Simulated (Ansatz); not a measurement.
Z-matrix (Å, degrees):
```
C
Zr 1 2.220
H 1 1.095 2 111.7
H 1 1.097 2 110.3 3 119.8
H 1 1.095 2 111.7 3 -120.5
N 2 2.018 1 105.0 3 60.1
F 2 1.909 1 105.8 3 177.3
F 2 1.909 1 105.8 3 -57.2
H 6 1.012 2 125.7 1 91.7
H 6 1.012 2 125.7 1 -91.6
```

Charge 0, multiplicity 1. Zr: def2 effective core potential.

(1) List the r2SCAN/def2-TZVPP orbital energies in eV (Ansatz 0.2.0). (Best estimate.)

Results:

(1) Computed: Occupied: -665.60, -665.60, -385.01, -272.13, -56.83, -34.67, -34.02, -33.50, -29.45, -28.80, -21.73, -17.25, -12.54, -10.95, -10.74, -10.40, -10.38, -10.23, -9.87, -9.79, -9.69, -9.50, -7.00, -6.59. Lowest empty: -1.51, -1.18, -0.37, -0.34, -0.02, 0.19, 0.86, 1.14.
